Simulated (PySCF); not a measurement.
Cartesian coordinates (Å):
```xyz
13

Zr     0.0853    -0.0155    -0.1423
N     -1.3389     1.1546     0.7751
H     -2.1292     1.5702     0.2653
H     -1.4772     1.3489     1.7729
N      1.4838     1.1776    -1.0691
H      1.4566     2.1846    -1.2628
H      2.4173     0.8359    -1.3318
N     -0.8507    -1.2108    -1.5335
H     -1.7551    -1.6664    -1.3556
H     -0.6006    -1.3914    -2.5120
N      1.0481    -1.1718     1.2634
H      0.9652    -2.1761     1.4556
H      1.8081    -0.8056     1.8512
```
Charge 0, multiplicity 1.

Task: Estimate the dipole moment, total energy, LUMO, HOMO, HOMO–LUMO gap and charge on the central atom (Mulliken) that PySCF 2.14.0 with PBE-D3(BJ)/def2-TZVP // PBE-D3(BJ)/def2-SVP returns for this input.

Result: 
```
Item                                         Result
-------------------------------------  ------------
dipole moment                                0.02 D
total energy                           -270.8858 Ha
LUMO                                       -0.84 eV
HOMO                                       -5.34 eV
HOMO–LUMO gap                               4.50 eV
charge on the central atom (Mulliken)        1.51 e
```
